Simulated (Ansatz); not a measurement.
Q: Name a neutral molecule of C, F and H with LUMO energy (PBE0/def2-TZVPP) between 0.90 and 1.20 eV and LUMO energy (B3LYP/def2-TZVPP) between 0.45 and 0.75 eV (Ansatz, PBE0-D4/def2-TZVP geometry).

A: `FCC(F)CC(F)F` (1.08 eV, 0.72 eV); `F[C@H]1C[C@@H](F)C1` (1.08 eV, 0.74 eV); `FC1CC1(F)F` (0.94 eV, 0.64 eV); `FCC(F)CF` (1.05 eV, 0.68 eV); `FCC(F)(CF)CF` (0.99 eV, 0.67 eV). Other molecules can fit too; these were computed, each in one conformer that needn't be the lowest.

B3LYP here is the variant with VWN-RPA as its local correlation; programs differ in this.
